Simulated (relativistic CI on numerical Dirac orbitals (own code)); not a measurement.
**Radial parameters of Eu¹⁷⁺**

Calculated at this level of theory: Dirac-Coulomb-Breit CI, orbitals from a KLI potential per configuration, model QED (radiative potential, 1s self-energy scaled to tabulated hydrogen-like ionisation energies), unscaled Slater integrals (own radial code, finite nucleus).

Slater integrals F^k, G^k are unscaled and averaged over j, outside the closed core [Ar] 3d10; ζ comes from projecting the Hamiltonian with its Breit term on Σ l·s of the shell.

- 4s²4p⁶4d⁹4f: ζ(4d) = 19188, F^2(4d,4f) = 162170, F^4(4d,4f) = 105890, G^1(4d,4f) = 184500, G^3(4d,4f) = 121040, G^5(4d,4f) = 87142, ζ(4f) = 2229.6 cm⁻¹; <r>(4d) = 0.6025, <r^2>(4d) = 0.4158, <r>(4f) = 0.6246, <r^2>(4f) = 0.4524 (bohr units).
- 4s²4p⁵4d¹⁰4f: ζ(4p) = 170900, F^2(4p,4f) = 168300, G^2(4p,4f) = 146290, G^4(4p,4f) = 103360, ζ(4f) = 2234 cm⁻¹; <r>(4p) = 0.5736, <r^2>(4p) = 0.3725, <r>(4f) = 0.6243, <r^2>(4f) = 0.4519 (bohr units).
- 4s²4p⁶4d⁹5s: ζ(4d) = 19533, G^2(4d,5s) = 25879 cm⁻¹; <r>(4d) = 0.5982, <r^2>(4d) = 0.4099, <r>(5s) = 1.062, <r^2>(5s) = 1.255 (bohr units).

Averages of the first 9 configurations, taken without configuration mixing, which lowers the lowest level and can move excited configurations by several eV; other configurations of the list can lie among them:

```
Configuration  Parity  States  Average energy above the lowest level (eV)
   4s²4p⁶4d¹⁰    even       1                                         0.0
  4s²4p⁶4d⁹4f     odd     140                                       143.8
 4s²4p⁵4d¹⁰4f    even      84                                       286.3
  4s²4p⁶4d⁹5s    even      20                                       168.7
  4s²4p⁶4d⁹5p     odd      60                                       202.9
  4s4p⁶4d¹⁰4f     odd      28                                       383.6
  4s²4p⁶4d⁹5d    even     100                                       252.3
 4s²4p⁵4d¹⁰5s     odd      12                                       312.2
  4s²4p⁶4d⁹5f     odd     140                                       305.1
```
